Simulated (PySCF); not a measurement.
Arsenic: a sound run and one with changed settings

Sound run: As+ [Ar] 3d10 4s2 4p2, As(2+) [Ar] 3d10 4s2 4p1. Calculation: PySCF 2.14, in cc-pVTZ-DK (6s5p3d1f, 43 functions); the spin-free X2C one-electron Hamiltonian (Gaussian nucleus). In the sound run the correlated levels freeze [Ar] 3d10. The sound run starts from symmetry-adapted Hartree-Fock orbitals and uses a fine grid where one is needed.

Changed run: initial guess atom, at most 50 SCF cycles.

| species | method | sound run (hartree) | changed run (hartree) | converged |
| --- | --- | --- | --- | --- |
| As+ | UHF | -2258.66841 | -2258.66841 | yes |
| As+ | M06-L | -2260.26945 | -2260.26945 | yes |
| As+ | CCSD(T) | -2258.73883 | -2258.73883 | yes |
| As(2+) | TPSS | -2259.61567 | -2259.61567 | yes |
| As(2+) | MP2 | -2258.04766 | -2258.04766 | yes |

Here the plain start reaches the same solutions.
